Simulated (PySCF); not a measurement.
GeI₂, SMILES [I][Ge][I] (connectivity only; charge and spin as stated), neutral, multiplicity 1. Atoms are numbered in the order given.

```xyz
3

Ge     0.0000     0.0000     1.2386
I      0.0000     2.0243    -0.3739
I      0.0000    -2.0243    -0.3739
```
Charge 0, spin multiplicity 1.

Coordinates come from a B3LYP-D3(BJ)/def2-SVP optimisation. The isomer is the one that the SMILES or the coordinates give; other isomers of the formula were not compared. The def2 effective core potentials stand for the cores of I; spin–orbit coupling is left out.

These are TDDFT-M06-2X/def2-SVPD in PySCF values and carry that method's errors.

Vertical excitations. Isolated molecule, no solvent. State labels are in the subgroup C2v.

| state | symmetry | energy (eV) | λ (nm) | f | main pairs |
|---|---|---|---|---|---|
| S1 | B1 | 2.84 | 436 | 0.005 | HOMO→LUMO 98 % |
| S2 | A2 | 3.33 | 373 | 0.000 | HOMO−1→LUMO 99 % |
| S3 | B2 | 3.97 | 313 | 0.031 | HOMO−2→LUMO 92 % |
| S4 | B1 | 4.35 | 285 | 0.004 | HOMO−4→LUMO 97 % |
| S5 | A1 | 4.52 | 274 | 0.000 | HOMO−3→LUMO 68 %, HOMO→LUMO+1 29 % |
| S6 | B2 | 4.92 | 252 | 0.000 | HOMO−1→LUMO+1 70 %, HOMO→LUMO+2 26 % |
| S7 | A1 | 4.95 | 250 | 0.088 | HOMO→LUMO+1 64 %, HOMO−3→LUMO 24 % |
| S8 | A2 | 4.96 | 250 | 0.000 | HOMO−5→LUMO 99 % |
| S9 | A2 | 5.16 | 240 | 0.000 | HOMO−2→LUMO+1 93 % |
| S10 | A1 | 5.45 | 227 | 0.003 | HOMO−1→LUMO+2 86 % |
| T1 | B1 | 1.86 | 667 | 0 | HOMO→LUMO 85 % |
| T2 | A2 | 3.25 | 382 | 0 | HOMO−1→LUMO 99 % |
| T3 | B2 | 3.44 | 360 | 0 | HOMO−2→LUMO 98 % |
| T4 | A1 | 3.77 | 329 | 0 | HOMO−3→LUMO 97 % |
Triplets are in the Tamm–Dancoff approximation, which puts them higher than full response would, so one can lie above its singlet here.
